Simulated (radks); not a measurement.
Isoelectronic series with 8 electrons, all held in the configuration [He] 2s2 2p4, which need not be the ground one along the series. Method: scalar-relativistic Kohn-Sham, r2SCAN, spin-polarised, spherical densities, finite nucleus; open shells are filled with parallel spins first; meta-GGA in the generalised Kohn-Sham scheme; Fermi nuclear charge, rms radius of each element as measured or else 0.836 A^(1/3) + 0.57 fm; computed with a radial shooting solver on a logarithmic mesh with Libxc functionals. Total energies (hartree) and orbital eigenvalues (eV):

ion    E (hartree)    2p down      2p up
O        -75.09032    -6.7847   -10.9547
F+       -99.14502   -25.5823   -30.9417
Ne2+    -126.73483   -51.6223   -58.1591
Mg4+    -192.51066  -124.6886  -133.5619
Al5+    -230.70118  -171.5948  -181.6328
Si6+    -272.43252  -225.3837  -236.5855
P7+     -317.71031  -286.0450  -298.4102
S8+     -366.54100  -353.5746  -367.1032
Cl9+    -418.93176  -427.9721  -442.6642
Ar10+   -474.89043  -509.2395  -525.0955
K11+    -534.42551  -597.3812  -614.4015
Ca12+   -597.54607  -692.4029  -710.5881
Sc13+   -664.26181  -794.3117  -813.6624
Ti14+   -734.58310  -903.1159  -923.6327
V15+    -808.52089  -1018.825  -1040.508
